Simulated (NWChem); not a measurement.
Molecule: CdS; SMILES [S]=[Cd]

Program: NWChem. Coordinates come from a PBE0/def2-SVP optimisation. def2 effective core potentials on Cd; no spin-orbit coupling. Total energies compare along this basis series because the functional is fixed.

```tsv
level	basis functions	energy (Ha)	highest occupied level (eV)	orbital gap (eV)	dipole (D)
PBE0/def2-SVP	49	-565.6064	-6.14	2.11	5.61
PBE0/def2-SVPD	61	-565.6128	-6.29	2.09	6.27
PBE0/def2-TZVP	77	-565.7842	-6.24	2.13	5.97
PBE0/def2-TZVPD	86	-565.7851	-6.28	2.13	6.15
PBE0/def2-TZVPP	98	-565.7854	-6.24	2.16	5.97
PBE0/def2-QZVP	142	-565.8007	-6.28	2.17	6.05
```
